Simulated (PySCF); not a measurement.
**Solvent effects on NMR parameters**

Atoms are numbered as in `[CH:1]1=[C:2]([CH:3]2[CH2:4][CH2:5]2)[CH+:6][CH2:7][CH2:8]1`; H(Xn) means a hydrogen on atom n. Ha(C4), Ha(C5) are cis to C2 on the ring; Hb(C4), Hb(C5) are trans to C2 on the ring.

GIAO PBE0/pcSseg-1 in PySCF on one PBE0-D3(BJ)/def2-SVP conformer, non-relativistic, equivalent nuclei averaged. Solvents enter as an IEF-PCM continuum (chloroform with ε = 4.7, dimethylsulfoxide with ε = 46.8) around the gas-phase geometry. Shifts are referred to TMS computed in the same medium.

In chloroform, δ in ppm: C6 243.8, C1 239.1, C2 174.3, C8 55.2, C7 54.6, C4/C5 17.9, C3 11.6, H(C6) 10.55, H(C1) 10.00, H(C7) 4.11, H(C8) 4.08, H(C3) 2.16, Hb(C4)/Hb(C5) 1.67, Ha(C4)/Ha(C5) 1.03. Dipole moment 4.62 D.

**Question.** How does each δ change in the more polar medium?

**Answer.** 
| atoms | environment | Δδ, dimethylsulfoxide |
| --- | --- | --- |
| C6 | carbocation centre | +0.9 |
| C1 | alkene CH | +1.4 |
| C2 | fully substituted alkene carbon | -1.1 |
| C8 | allylic sp3 CH2 | +0.5 |
| C7 | sp3 CH2 in a ring | +0.5 |
| C4/C5 | three-membered-ring carbon | -0.9 |
| C3 | three-membered-ring carbon | -0.2 |
| H(C6) | hydrogen on a carbocation centre | +0.04 |
| H(C1) | hydrogen on an alkene CH | +0.07 |
| H(C7) | hydrogen on an sp3 CH2 in a ring | +0.01 |
| H(C8) | hydrogen on an allylic sp3 CH2 | +0.02 |
| H(C3) | hydrogen on a three-membered-ring carbon | +0.04 |
| Hb(C4)/Hb(C5) | hydrogen on a three-membered-ring carbon | -0.15 |
| Ha(C4)/Ha(C5) | hydrogen on a three-membered-ring carbon | +0.02 |

Changes are relative to chloroform. The dipole moment becomes 4.89 D in dimethylsulfoxide.

**Question.** Which of the listed nuclei move most (in ppm), and what does the model miss?

**Answer.** C1 (alkene CH, +1.4 ppm) in dimethylsulfoxide. A continuum only polarises the solute; specific hydrogen bonds, the anisotropy of aromatic solvents and changes of geometry or conformer are outside it, as are counter-ions.
